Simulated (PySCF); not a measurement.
# What a mistake does to a calculation on H4N2Si

Calculated results; nothing here was measured. They come from PySCF 2.14.0, an open-source quantum chemistry program, on an isolated molecule that a program drew, which may never have been made. The molecule is H4N2Si (charge 0, singlet), drawn as the SMILES string `N=[SiH]N`.

Each row is a Hartree-Fock (HF) and frozen-core CCSD(T) single point in the cc-pV(D+d)Z basis, meant for a local HF minimum. Run 1 is clean. Each other run has one planted mistake out of seven kinds, and not every kind appears here: one electron removed, one electron added, multiplicity raised by two, geometry at a saddle point, minimal basis STO-3G, one bond length entered in bohr, all coordinates scaled. The reference is restricted for singlets and unrestricted otherwise, and also for a bond in bohr. Adding or removing an electron swaps singlet and doublet. Electrons count all cores. HOMO and LUMO are orbital energies over both spins, the gradient is its largest component, and the lowest frequency (negative if imaginary) is given only where the gradient is small. Bond lengths are over the 6 bonds as drawn. T1 is the CCSD diagnostic: over 0.02 (restricted) or 0.045 (unrestricted) a single reference is doubtful.

Geometry of the clean run:
```xyz
7
H4N2Si, angstrom
N    -2.2481    2.1612   -2.9135
Si   -2.1366    1.7970   -1.3987
N    -0.8201    1.5871   -0.3724
H    -1.5211    2.3433   -3.5755
H    -3.3492    1.5694   -0.6092
H    -0.9140    1.3476    0.5952
H     0.1342    1.6847   -0.6589
```

| run | electrons | basis functions | <S^2> | HOMO (eV) | LUMO (eV) | gradient (hartree/bohr) | lowest frequency (cm^-1) | mean bond (Å) | longest bond (Å) | T1 | HF (hartree) | CCSD(T) (hartree) | mistake |
|---|---|---|---|---|---|---|---|---|---|---|---|---|---|
| 1 | 32 | 71 | 0.000 | -9.55 | 3.82 | 4.0e-05 | 320 | 1.2852 | 1.682 | 0.0165 | -400.16572 | -400.64225 | no fault |
| 2 | 31 | 71 | 0.761 | -17.72 | -6.33 | 1.5e-01 | - | 1.2852 | 1.682 | 0.0276 | -399.88932 | -400.31887 | one electron removed |
| 3 | 32 | 71 | 1.129 | -8.22 | 2.11 | 2.3e-02 | - | 1.5347 | 3.179 | 0.0367 | -400.03332 | -400.48226 | one bond length entered in bohr |
| 4 | 33 | 71 | 0.768 | 2.56 | 9.27 | 7.1e-02 | - | 1.2852 | 1.682 | 0.0149 | -400.04791 | -400.53168 | one electron added |
| 5 | 32 | 71 | 0.000 | -9.96 | 4.53 | 1.0e-01 | - | 1.1876 | 1.555 | 0.0134 | -400.10938 | -400.56953 | ? |

**Which mistake was planted in run 5, and what did it cost?**

The mean and the longest bond both change by the same factor, 0.924, and the gradient is no longer small. So the mistake is: all coordinates scaled. Subtracting run 1 and multiplying by 627.51 kcal/mol a hartree, the energy moved by 35.4 kcal/mol in HF and 45.6 kcal/mol in CCSD(T).

Cautions from the logs. Run 4: the HOMO is above zero, so the electron isn't bound and the energy depends on the basis.
